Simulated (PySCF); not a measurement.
A structure optimised at B3LYP-D3(BJ)/def2-TZVP, used in a PySCF frequency run:

```
Bi
H 1 1.8012
H 1 1.8012 2 89.66
Br 1 2.6360 2 94.13 3 94.12
```
Charge 0, spin multiplicity 1.

**Question.** Write its SMILES, formula and point group.

**Answer.** [Br][BiH2], BiBrH2, Cs

**Question.** What are its rotational constants (standard atomic weights)?

**Answer.** 78.089, 1.2437, 1.2436 GHz
